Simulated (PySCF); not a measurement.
# Cr¹²⁺: ionisation energy

Cr¹²⁺ [Ne] 3s2 (1S) → Cr¹³⁺ [Ne] 3s1 (2S), as a difference of total energies. All numbers are calculated (PySCF 2.14, the non-relativistic Hamiltonian (point nucleus), in an even-tempered Gaussian basis (17 s from 0.81 bohr⁻², ratio 2.5; 11 p from 1.1 bohr⁻², ratio 2.5; 5 d from 4.4 bohr⁻², ratio 2.7; 4 f from 6.6 bohr⁻², ratio 2.7)). Correlated levels: outer shells: 1s2 frozen; virtual orbitals above 40 to 60 times the deepest correlated orbital energy dropped. The calculations carry no spin-orbit coupling.

```json
{"method": "UHF", "ionisation energy (eV)": "349.27"}
{"method": "LDA", "ionisation energy (eV)": "351.91"}
{"method": "PBE", "ionisation energy (eV)": "352.07"}
{"method": "PBE0", "ionisation energy (eV)": "351.64"}
{"method": "r2SCAN", "ionisation energy (eV)": "350.13"}
{"method": "TPSSh", "ionisation energy (eV)": "351.31"}
{"method": "BHandHLYP", "ionisation energy (eV)": "351.37"}
{"method": "MP2 (outer shells)", "ionisation energy (eV)": "351.42"}
{"method": "SCS-MP2 (outer shells)", "ionisation energy (eV)": "351.65"}
```

**Question.** How much does correlation contribute at MP2 (outer shells)?

**Answer.** 351.42 − (349.27) = 2.15 eV, measured against UHF.

These non-relativistic numbers lack the scalar-relativistic shift.

For comparison: 354.7 ± 0.3 eV (semi-empirical (NIST evaluation); NIST Atomic Spectra Database, ionization energies).
